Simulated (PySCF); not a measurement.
Predicted microwave data (PBE0-D3(BJ)/def2-SVP geometry optimisation, gas phase (PySCF)) for one isomer of C6H11F3Ge:

```
Rotational constants : A = 1775, B = 574.1, C = 497.1 MHz
Dipole components    : |μa| = 2.04 D, |μb| = 1.59 D, |μc| = 0.21 D
Inertial defect      : -148.28 u·Å²
κ                    : -0.88
```

Question: Which candidate fits, each taken in the one conformer that was computed?
A. `[F:1][C:2]([F:3])([F:4])[CH2:5][C@H:6]1[CH2:7][CH2:8][CH2:9][GeH2:10]1` with C2–C5–C6–C7 165°, C5–C6–C7–C8 86°, C6–C7–C8–C9 54°, C7–C8–C9–Ge10 -40°, C8–C9–Ge10–C6 16°
B. `[CH3:1][Ge@@H:2]1[CH2:3][CH2:4][CH2:5][C@@H:6]1[C:7]([F:8])([F:9])[F:10]` with C1–Ge2–C3–C4 -134°, Ge2–C3–C4–C5 39°, C3–C4–C5–C6 -52°, C4–C5–C6–C7 162°
C. `[CH3:1][Ge@@H:2]1[CH2:3][CH2:4][C@H:5]([C:6]([F:7])([F:8])[F:9])[CH2:10]1` with C1–Ge2–C3–C4 -100°, Ge2–C3–C4–C5 -40°, C3–C4–C5–C6 178°, C4–C5–C10–Ge2 -36°
D. `[CH3:1][C@@H:2]1[CH2:3][GeH2:4][CH2:5][C@H:6]1[C:7]([F:8])([F:9])[F:10]` with C1–C2–C3–Ge4 -86°, C2–C3–Ge4–C5 -14°, C3–Ge4–C5–C6 -10°, Ge4–C5–C6–C7 -92°
E. `[CH3:1][Ge@@H:2]1[CH2:3][CH2:4][C@@H:5]([C:6]([F:7])([F:8])[F:9])[CH2:10]1` with C1–Ge2–C3–C4 -128°, Ge2–C3–C4–C5 36°, C3–C4–C5–C6 -178°, C4–C5–C10–Ge2 40°
F. `[CH3:1][C@@H:2]1[CH2:3][CH2:4][CH2:5][Ge@H:6]1[C:7]([F:8])([F:9])[F:10]` with C1–C2–C3–C4 -164°, C2–C3–C4–C5 53°, C3–C4–C5–Ge6 -39°, C4–C5–Ge6–C7 -99°

Answer: A. It is FC(F)(F)C[C@H]1CC[CH2][GeH2]1, an asymmetric top, point group C1. The candidates at the same level (rigid rotor, commonest isotopes):

| SMILES | A (MHz) | B (MHz) | C (MHz) | μa (D) | μb (D) | μc (D) | Δ (u·Å²) | point group | rotor |
| --- | --- | --- | --- | --- | --- | --- | --- | --- | --- |
| [CH3][Ge@@H]1[CH2]CC[C@@H]1C(F)(F)F | 1431 | 812.7 | 618.8 | 2.26 | 0.70 | 0.04 | -158.18 | C1 | asymmetric top |
| FC(F)(F)C[C@H]1CC[CH2][GeH2]1 | 1775 | 574.1 | 497.1 | 2.04 | 1.59 | 0.21 | -148.28 | C1 | asymmetric top |
| [CH3][Ge@@H]1[CH2]C[C@H](C(F)(F)F)[CH2]1 | 2129 | 495.3 | 468.0 | 2.35 | 0.50 | 0.01 | -177.78 | C1 | near-prolate asymmetric top |
| [CH3][Ge@@H]1[CH2]C[C@@H](C(F)(F)F)[CH2]1 | 2123 | 495.9 | 463.9 | 2.44 | 0.28 | 0.73 | -167.72 | C1 | near-prolate asymmetric top |
| C[C@@H]1[CH2][GeH2][CH2][C@H]1C(F)(F)F | 1451 | 727.5 | 611.1 | 1.19 | 1.47 | 0.78 | -216.03 | C1 | asymmetric top |
| C[C@@H]1CC[CH2][Ge@H]1[C](F)(F)F | 1507 | 765.7 | 654.2 | 2.51 | 0.30 | 0.45 | -222.77 | C1 | asymmetric top |

`[CH3][Ge@@H]1[CH2]C[C@@H](C(F)(F)F)[CH2]1` has A 20 % too high; `[CH3][Ge@@H]1[CH2]CC[C@@H]1C(F)(F)F` has B 42 % too high; `C[C@@H]1[CH2][GeH2][CH2][C@H]1C(F)(F)F` has B 27 % too high; `C[C@@H]1CC[CH2][Ge@H]1[C](F)(F)F` has B 33 % too high; `[CH3][Ge@@H]1[CH2]C[C@H](C(F)(F)F)[CH2]1` has A 20 % too high. No structure here is proved a minimum.
